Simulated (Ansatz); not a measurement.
`[NH2][SbH2]` → 4 H• + N• + Sb•  (atomization)

Calculated with Ansatz (gas phase, PBE0-D4/def2-TZVP geometries, no zero-point term in ΔE). CCSD(T)/CBS is the MP2 limit (def2-TZVPP, def2-QZVPP) plus CCSD(T) − MP2 in def2-TZVPP, frozen cores. This one scheme is used for every species, atoms too. DFT in def2-TZVPP. No spin–orbit coupling; open shells (•) take unrestricted orbitals. Elements past krypton have def2 core potentials. Bonds to Sb are less sure, by a few kJ/mol each and by 10 to 20 or more in all where they break to atoms, as the def2 sets lack core-valence functions.

(1) What is ΔE at CCSD(T)/CBS? (Best estimate.)

(2) What do these levels give: LDA (SPW92), r2SCAN-D4, r2SCANh-D4, r2SCAN0-D4, CAM-B3LYP-D4, PBE, r2SCAN, PBE0, HF/def2-TZVPP, SCS-MP2/def2-TZVPP, HF/def2-QZVPP, CCSD/CBS(def2)? (An estimate is asked.)

Largest T1 diagnostic among the species: 0.013.

Answers

(1) Ansatz gave: +1576.3 kJ/mol.

(2) Computed: LDA (SPW92) 1826.0, r2SCAN-D4 1547.0, r2SCANh-D4 1532.1, r2SCAN0-D4 1510.9, CAM-B3LYP-D4 1589.7, PBE 1585.7, r2SCAN 1545.1, PBE0 1539.5, HF/def2-TZVPP 959.2, SCS-MP2/def2-TZVPP 1518.2, HF/def2-QZVPP 965.3, CCSD/CBS(def2) 1548.4 kJ/mol.

From BLYP to BHLYP (50 % exact exchange), in def2-TZVPP and without D4, ΔE moves by −72.8 kJ/mol: exact exchange takes away binding that semilocal exchange gives to molecules. Leaving LDA and LC-ωPBE aside and taking each functional with its dispersion term where it has one, the values, not all of them listed here, spread over 94.9 kJ/mol, from r2SCAN0-D4 to BLYP-D4. LDA lies +240.3 kJ/mol from PBE without D4, its usual overbinding. The D4 term adds +14.2 kJ/mol with B3LYP and +7.2 kJ/mol with PBE0; it sums over pairs of atoms, weighted by their polarisabilities, and B3LYP, whose exchange is more repulsive, gets the larger term.

B3LYP here is the variant with VWN-RPA as its local correlation; programs differ in this.

For atomizations the MP2-based limit and the directly extrapolated one differ by several kJ/mol either way, and by 10 to 25 for some Ge, Se and Sn compounds, so smaller differences from it don't rank the levels.
